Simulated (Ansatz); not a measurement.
BrF₃Sn (`[F][Sn]([F])([F])[Br]`), relaxed with RKS PBE0-D4/def2-TZVP in the Gaussian-basis code of Ansatz from a PBE-D4/def2-SVP geometry. The force threshold is 0.005 eV/Å; the program also tests the step.

Charge 0, multiplicity 1. Sn takes the def2 core potential.

Start:

```xyz
5

F    -1.838   -0.389   -0.544
Sn   -0.025   -0.035    0.032
F    -0.148    0.631    1.845
F     0.879   -1.742    0.138
Br    1.132    1.534   -1.471
```

**Question.** By how much does the energy fall, and how many steps does the optimiser take? (Estimate.)

**Answer.** Computed: 11.93 kJ/mol, in 4 steps.

**Question.** Which bonds change most? (An estimate is asked.)

**Answer.** Ansatz gave: Sn2–Br5 from 2.462 to 2.407 Å; Sn2–F4 from 1.935 to 1.884 Å; Sn2–F3 from 1.935 to 1.884 Å; F1–Sn2 from 1.935 to 1.884 Å.

**Question.** Give the relaxed structure. (Estimate.)

**Answer.** The calculation gave: 
```xyz
5

F    -1.789   -0.386   -0.528
Sn   -0.025   -0.034    0.032
F    -0.143    0.618    1.796
F     0.849   -1.700    0.134
Br    1.108    1.502   -1.434
```
